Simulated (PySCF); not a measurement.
**A search over the determinants of BePb**

Unrestricted PBE0; basis Be aug-cc-pVDZ, Pb aug-cc-pVDZ-PP with ECP60; scalar-relativistic core potentials; PySCF 2.14. Outer shells of the fragments: Be 2s2; Pb 5d10 6s2 6p2.

Followed along the bond (rough minima from three points):

| 2Ms+1 | unpaired | ⟨S²⟩ at the start | R at minimum (Å) | Te (eV) |
| --- | --- | --- | --- | --- |
| 3 | π ↑↑ | 2.06 | 2.42 | 0.00 |
| 1 | π ↑↓ | 1.01 | 2.41 | 0.23 |
| 3 | σ ↑, π ↑ | 2.01 | 2.62 | 0.37 |
| 1 | σ ↓, π ↑ | 1.01 | 2.61 | 0.47 |
| 1 | none | 0.00 | 2.42 | 0.82 |

Solutions found at the starting distance of 2.355 Å, counted from the lowest of them; the search is not exhaustive and high or unbound solutions are not listed, so other states can lie among these:

```csv
2Ms+1,unpaired,term,E (eV),⟨S²⟩,⟨Lz²⟩,μ (D)
3,π ↑↑,³Σ⁻,0.00,2.06,0.00,-0.72
1,π ↑↓,mixed,0.22,1.01,2.01,-0.73
3,"σ ↑, π ↑",³Π,0.54,2.01,1.00,1.34
1,"σ ↓, π ↑",mixed,0.63,1.01,1.00,1.28
1,none,mixed,0.82,0.00,2.00,-0.68
3,"σ ↑↑, π ↑↓",mixed,1.86,3.01,2.01,1.06
1,"σ ↓↓, π ↑↑",mixed,2.10,2.01,0.00,0.48
3,"σ ↑, π ↑",³Π,2.33,2.15,1.04,-0.87
3,π ↑↑,mixed,2.57,2.06,2.01,0.62
1,"σ ↓, π ↑",mixed,2.69,1.25,1.01,-1.07
```

A term symbol is given only where ⟨S²⟩ and ⟨Lz²⟩ are close to those of a pure state; real π, δ and φ orbitals otherwise mix terms. A positive dipole means Be(−)Pb(+).

Spin–orbit coupling is left out, which matters for elements this heavy, above all for dissociation energies.
